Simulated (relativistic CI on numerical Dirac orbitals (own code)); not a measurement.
Level scheme of Ni XXVIII

Calculated at this level of theory: Dirac equation for one electron, model QED (radiative potential, 1s self-energy scaled to tabulated hydrogen-like ionisation energies) (own radial code, finite nucleus).

Configurations in the expansion: 1s, 2s, 2p, 3s, 3p, 3d, 4s, 4p, 4d, 4f, 5s, 5p, 5d, 5f, 5g, 6s, 6p, 6d. Levels of other configurations are missing.

The lowest level is 1s 2S_1/2, with 100 % of that term; Hund's rules for 1s give 2S with J = 1/2, in agreement.

| No. | Configuration | Term | J | E (eV) | % | Landé g | Lifetime (s) |
| --- | --- | --- | --- | --- | --- | --- | --- |
| 1 | 1s | 2S | 1/2 | 0.0 | 100 | 1.974 |  |
| 2 | 2p | 2P° | 1/2 | 8073.1 | 100 | 0.659 | 2.58e-15 |
| 3 | 2s | 2S | 1/2 | 8073.9 | 100 | 1.995 |  |
| 4 | 2p | 2P° | 3/2 | 8101.8 | 100 | 1.329 | 2.62e-15 |
| 5 | 3p | 2P° | 1/2 | 9577.6 | 100 | 0.663 | 8.59e-15 |
| 6 | 3s | 2S | 1/2 | 9577.8 | 100 | 1.999 | 2.37e-13 |
| 7 | 3d | 2D | 3/2 | 9586.1 | 100 | 0.797 | 2.46e-14 |
| 8 | 3p | 2P° | 3/2 | 9586.1 | 100 | 1.332 | 8.62e-15 |
| 9 | 3d | 2D | 5/2 | 9588.8 | 100 | 1.198 | 2.50e-14 |
| 10 | 4p | 2P° | 1/2 | 10103.0 | 100 | 0.664 | 2.01e-14 |
| 11 | 4s | 2S | 1/2 | 10103.1 | 100 | 2.001 | 3.42e-13 |
| 12 | 4d | 2D | 3/2 | 10106.5 | 100 | 0.798 | 5.73e-14 |
| 13 | 4p | 2P° | 3/2 | 10106.5 | 100 | 1.333 | 2.01e-14 |
| 14 | 4f | 2F° | 5/2 | 10107.7 | 100 | 0.855 | 1.17e-13 |
| 15 | 4d | 2D | 5/2 | 10107.7 | 100 | 1.199 | 5.83e-14 |
| 16 | 4f | 2F° | 7/2 | 10108.3 | 100 | 1.142 | 1.18e-13 |
| 17 | 5p | 2P° | 1/2 | 10345.7 | 100 | 0.665 | 3.90e-14 |
| 18 | 5s | 2S | 1/2 | 10345.7 | 100 | 2.001 | 5.34e-13 |
| 19 | 5d | 2D | 3/2 | 10347.5 | 100 | 0.799 | 1.10e-13 |
| 20 | 5p | 2P° | 3/2 | 10347.5 | 100 | 1.333 | 3.88e-14 |
| 21 | 5f | 2F° | 5/2 | 10348.1 | 100 | 0.856 | 2.26e-13 |
| 22 | 5d | 2D | 5/2 | 10348.1 | 100 | 1.200 | 1.12e-13 |
| 23 | 5g | 2G | 7/2 | 10348.4 | 100 | 0.888 | 3.81e-13 |
| 24 | 5f | 2F° | 7/2 | 10348.4 | 100 | 1.142 | 2.27e-13 |
| 25 | 5g | 2G | 9/2 | 10348.6 | 100 | 1.111 | 3.81e-13 |
| 26 | 6p | 2P° | 1/2 | 10477.3 | 100 | 0.665 | 6.72e-14 |
| 27 | 6s | 2S | 1/2 | 10477.3 | 100 | 2.002 | 8.13e-13 |
| 28 | 6d | 2D | 3/2 | 10478.3 | 100 | 0.799 | 1.88e-13 |
| 29 | 6p | 2P° | 3/2 | 10478.3 | 100 | 1.333 | 6.67e-14 |
| 30 | 6d | 2D | 5/2 | 10478.7 | 100 | 1.200 | 1.92e-13 |

Energies count from the lowest computed level; ° marks odd parity; lifetimes are radiative, by E1, M1, E2, M2 decay to levels of this space only; some are left blank where a channel outside the calculation adds to the decay or the decay crosses a small, uncertain gap.
